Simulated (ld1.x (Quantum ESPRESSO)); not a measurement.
## rubidium, ultrasoft: configuration errors across variants

rubidium (Rb), ultrasoft, made with ld1.x (Quantum ESPRESSO) 7.5 (PW91, scalar-relativistic). Core [Ar] 3d10, reference 4s2 4p6 4d0 5s0.5 5p0.5. Waves: 4s (bound): rcut 2.40, rcutus 2.80 bohr; 5s (bound): rcut 2.40, rcutus 2.80 bohr; 4p (bound): rcut 3.35, rcutus 3.75 bohr; 5p (bound): rcut 3.35, rcutus 3.75 bohr; 4d (bound, empty): rcut 3.75, rcutus 4.50 bohr; 4d channel at 1.8 Ry: rcut 3.75, rcutus 4.50 bohr. Local part: all-electron potential smoothed inside 2.20 bohr (lloc = -1). Core correction: none. Augmentation charge: PSQ, inside the norm-conserving radii.

All-electron excitation energies from the reference (eV): (1) 4s2 4p6 4d0 5s1 5p0 -0.746; (2) 4s2 4p6 4d0 5s0 5p0 3.439; (3) 4s2 4p6 4d0 5s0.5 5p0 0.830; (4) 4s2 4p6 4d0.5 5s0.5 5p0 0.364.

The overlap operator is not positive definite (basis up to 400 Ry) in “base”, “local potential all-electron potential smoothed inside 2.60 bohr (lloc = -1)”, “waves 4p (bound): rcut 3.35, rcutus 4.40 bohr; 5p (bound): rcut 3.35, rcutus 4.40 bohr”, “wave 4d channel at 1.8 Ry: rcut 3.75, rcutus 4.50 bohr becomes 4d channel at 1.07 Ry: rcut 3.75, rcutus 4.50 bohr”, “type PAW; local potential all-electron potential smoothed inside 2.55 bohr (lloc = -1); core correction a·sin(br)/r model core, default radius (ld1.x builds one for every PAW set, though the input has nlcc=.false.); augmentation GAUSS, radius 2.75 bohr”, “all radii scaled by about 1.26 (s 3.54, p 4.74, d 5.68 bohr, rcut 3.02/4.22/4.74); local potential all-electron potential smoothed inside 2.78 bohr (lloc = -1)”, “core correction a·sin(br)/r model core inside 2.30 bohr”. Such files are unfit for use, however small their errors in these radial tests.

Tests that are not counted but printed errors over 1 eV. “waves 4p (bound): rcut 3.35, rcutus 4.40 bohr; 5p (bound): rcut 3.35, rcutus 4.40 bohr”: 4s2 4p6 4d0 5s1 5p0 (solver errors, printed error -513 eV); 4s2 4p6 4d0 5s0.5 5p0 (solver errors, printed error -490 eV); 2 more.

5 further variants failed, have other tests or another functional or relativity, and are left out.

Errors AE − PS in meV (a dash: test not solved or not reliable):

```csv
change,(1),(2),(3),(4),bound ghosts
base,-11,-4.1,-6.3,-7.8,not determined (overlap not positive)
local potential all-electron potential smoothed inside 2.60 bohr (lloc = -1),-10,-4.4,-6.0,-7.3,not determined (overlap not positive)
"waves 4p (bound): rcut 3.35, rcutus 4.40 bohr; 5p (bound): rcut 3.35, rcutus 4.40 bohr",–,–,–,–,not determined (overlap not positive)
"wave 4d channel at 1.8 Ry: rcut 3.75, rcutus 4.50 bohr becomes 4d channel at 1.07 Ry: rcut 3.75, rcutus 4.50 bohr",-11,-4.1,-6.3,-7.8,not determined (overlap not positive)
"type PAW; local potential all-electron potential smoothed inside 2.55 bohr (lloc = -1); core correction a·sin(br)/r model core, default radius (ld1.x builds one for every PAW set, though the input has nlcc=.false.); augmentation GAUSS, radius 2.75 bohr",-0.4,-0.5,-0.7,-0.3,not determined (overlap not positive)
"all radii scaled by about 1.26 (s 3.54, p 4.74, d 5.68 bohr, rcut 3.02/4.22/4.74); local potential all-electron potential smoothed inside 2.78 bohr (lloc = -1)",–,–,–,–,not determined (overlap not positive)
core correction a·sin(br)/r model core inside 2.30 bohr,-11,-4.1,-6.3,-7.8,not determined (overlap not positive)
```

Give the same row for: waves 4s (bound): rcut 2.40, rcutus 3.34 bohr; 5s (bound): rcut 2.40, rcutus 3.34 bohr.

–, –, –, –; bound ghosts: not determined (overlap not positive). Its overlap operator is not positive definite in a basis up to 400 Ry (lowest eigenvalue s -0.10, p -3.15), so the file is unfit for use: the generalised eigenproblem breaks down once the basis is large enough, and its test numbers describe a broken file.
